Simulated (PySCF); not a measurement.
**Radial density of Co⁺ (cobalt, charge +1)**

UHF, [Ar] 3d7 4p1, one real determinant (an excited configuration). All numbers are calculated (PySCF 2.14, scalar relativity by spin-free X2C-1e, in aug-cc-pVTZ-DK (8s7p5d3f2g, 93 functions)).

```tsv
r (bohr)	4πr²ρ (e/bohr)	4πr²(ρα − ρβ)
0.000997	0.2423	0.0000
0.00168	0.6091	0.0000
0.00282	1.499	0.0000
0.00474	3.558	0.0000
0.00798	7.949	0.0000
0.0134	15.95	0.0001
0.0226	26.58	0.0004
0.0380	32.72	0.0024
0.0639	27.83	0.0111
0.107	27.55	0.0486
0.181	36.73	0.2374
0.304	21.03	1.0787
0.511	16.15	2.7050
0.860	15.60	2.6922
1.45	3.939	1.0490
2.43	0.6672	0.4256
4.09	0.2323	0.2273
6.88	0.01826	0.0182
11.6	1.452e-05	0.0000
```

Densities and radii are taken from the X2C orbitals without a picture-change correction, which distorts them close to the nucleus.

⟨L²⟩ = 13.98 against 20 for a pure G term, so this real determinant mixes terms.
